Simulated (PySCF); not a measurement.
Ge(OMe)(SiH3) (CH6GeOSi), SMILES C[O][Ge][SiH3] (connectivity only; charge and spin as stated), neutral, multiplicity 1.

Coordinates come from a B3LYP-D3(BJ)/def2-SVP optimisation. The structure was generated by enumeration; whether it is a known compound was not checked. The values are those of a single conformer.

Level of theory: TDDFT-PBE0/def2-SVPD (PySCF).

Vertical excitations.  State labels are in the subgroup Cs.

**Question.** Estimate the UV-visible absorptions. (Estimate from the structure and the level; the computed values follow.)

**Answer.** 
| state | symmetry | energy (eV) | λ (nm) | f | main pairs |
|---|---|---|---|---|---|
| S1 | A" | 2.39 | 520 | 0.003 | HOMO→LUMO 100 % |
| S2 | A" | 4.57 | 271 | 0.007 | HOMO−1→LUMO 99 % |
| S3 | A' | 4.98 | 249 | 0.027 | HOMO→LUMO+1 89 % |
| S4 | A' | 5.21 | 238 | 0.069 | HOMO−2→LUMO 96 % |
| S5 | A' | 5.78 | 215 | 0.067 | HOMO→LUMO+3 89 % |
| S6 | A" | 5.82 | 213 | 0.000 | HOMO−3→LUMO 100 % |
| S7 | A' | 5.93 | 209 | 0.186 | HOMO→LUMO+2 58 %, HOMO−4→LUMO 31 % |
| S8 | A' | 6.18 | 201 | 0.316 | HOMO−4→LUMO 50 %, HOMO→LUMO+2 24 %, HOMO→LUMO+4 16 % |
| S9 | A' | 6.36 | 195 | 0.170 | HOMO→LUMO+4 74 % |
| S10 | A" | 6.41 | 193 | 0.012 | HOMO→LUMO+5 95 % |
| T1 | A" | 1.58 | 786 | 0 | HOMO→LUMO 98 % |
| T2 | A' | 4.05 | 306 | 0 | HOMO−2→LUMO 78 %, HOMO→LUMO+1 19 % |
| T3 | A" | 4.07 | 304 | 0 | HOMO−1→LUMO 94 % |
| T4 | A' | 4.11 | 302 | 0 | HOMO→LUMO+1 78 %, HOMO−2→LUMO 19 % |
Triplets are in the Tamm–Dancoff approximation, which puts them higher than full response would, so one can lie above its singlet here.
